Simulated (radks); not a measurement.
Results of a calculation; reference values are marked as such.
S3+, 13 electrons, occupied as [Ne] 3s1 3p1 4s1 (not the ground configuration). Level of theory: scalar-relativistic Kohn-Sham, PBE, spin-polarised, spherical densities, point nucleus; open shells are filled with parallel spins first (a radial shooting solver on a logarithmic mesh with Libxc functionals). Some entries of the table are withheld. Estimate them.

orbital  occ.  eigenvalue (hartree)  <r> (bohr)  <1/r> (bohr^-1)
1s up       1             -90.36497     0.09687            15.66
1s down     1             -90.34494     0.09686            15.66
2s up       1              -9.64929      0.4775            3.074
2s down     1              -9.62162      0.4769            3.076
2p up       3              -7.62952      0.4403            2.970
2p down     3              -7.59951      0.4394            2.973
3s up       1              -2.18353       1.470           0.9435
3p up       1              -1.72545       1.586           0.8566
3d up       0              -1.09991         (1)           0.6665
4s up       1              -0.83161       3.309           0.4128
4p up       0              -0.69510       3.625           0.3786
4f up       0              -0.42620       4.122           0.2766
5s up       0              -0.40945         (2)           0.2315

Answer. 
(1) 3d up <r> (bohr): 1.822
(2) 5s up <r> (bohr): 5.958
